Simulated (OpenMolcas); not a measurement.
## Ni2+, Pd2+, Pt2+: d8 down the group

```json
{"Program": "OpenMolcas", "Method": "SS-CASPT2, IPEA 0.25 Eh, imaginary shift 0.1 Eh", "Basis": "ANO-RCC-VQZP", "Scalar Hamiltonian": "DKH2, point nucleus", "Spin-orbit coupling": "state interaction with AMFI integrals over the reference wave functions, term energies averaged over their components"}
```

Active space for each ion: 8 electrons in 10 orbitals (d d); closed shells correlated by CASPT2: Ni2+ 3s 3p; Pd2+ 4s 4p; Pt2+ 5s 5p.

Computed levels in cm-1 above 3F4:

```
                               Level   Ni2+   Pd2+   Pt2+
                                 3F3   1358   3160  10100
                                 3P2  16830  10360  15730
                                 3P1  17160  13890  19280
                                 3P0  17420  14100  16560
                                 1G4  23330  18160  22810
                                 1S0  52820  41900  48830
weight of 3F in the lowest level (%)    100     99     96
```

Mixed levels, with the weight of the term that names them: Pd2+ 3P2 (51 %), Pt2+ 3P2 (52 %).

Measured, with the error of the calculation in %. Measured levels: Ni2+ from Corliss and Sugar, J. Phys. Chem. Ref. Data 10, 197 (1981); Pd2+ from Moore, Atomic Energy Levels, vol. III, NSRDS-NBS 35 (1971 reprint of NBS Circular 467, 1958); Pt2+ from NIST levels as listed in McCann et al., Mon. Not. R. Astron. Soc. 538, 537 (2025).

```json
{"Level": "3F3", "Ni2+": "1361 (-0.2)", "Pd2+": "3230 (-2.1)", "Pt2+": "9752 (+3.6)"}
{"Level": "3P2", "Ni2+": "16662 (+1.0)", "Pd2+": "", "Pt2+": ""}
{"Level": "3P1", "Ni2+": "16978 (+1.1)", "Pd2+": "13470 (+3.1)", "Pt2+": "16782 (+14.9)"}
{"Level": "3P0", "Ni2+": "17231 (+1.1)", "Pd2+": "13699 (+2.9)", "Pt2+": "14939 (+10.9)"}
{"Level": "1G4", "Ni2+": "23109 (+1.0)", "Pd2+": "17880 (+1.6)", "Pt2+": "21331 (+6.9)"}
{"Level": "1S0", "Ni2+": "52532 (+0.6)", "Pd2+": "", "Pt2+": ""}
```

The fine-structure level 3F3 changes by a factor of 7.44 from Ni2+ to Pt2+.

Without spin-orbit coupling 3P lies 15790, 10710, 9130 cm-1 above 3F in that order; the difference to the level 3P2, of either sign, comes from spin-orbit coupling, which also lowers the zero.

CASPT2 does not keep the components of a term degenerate, so their means are used; among the terms shown or strongly mixed into the levels shown the widest spread is 760 cm-1 (4d8 1G, Pd2+). Active for correlation alone: 4d; no level in the range computed is led by a configuration that fills it, so any true level of that kind is missing (holds for Ni2+). Active for correlation alone: 5d; no level in the range computed is led by a configuration that fills it, so any true level of that kind is missing (holds for Pd2+). Active for correlation alone: 6d; no level in the range computed is led by a configuration that fills it, so any true level of that kind is missing (holds for Pt2+). Measured partners are found by configuration, term and J. A level has none where our copy of the source lacks it or the pairing is in doubt (some pairs that miss far off the trend of their configuration count as doubtful), and it then counts in no deviation. Levels of configurations outside the active space are missing.
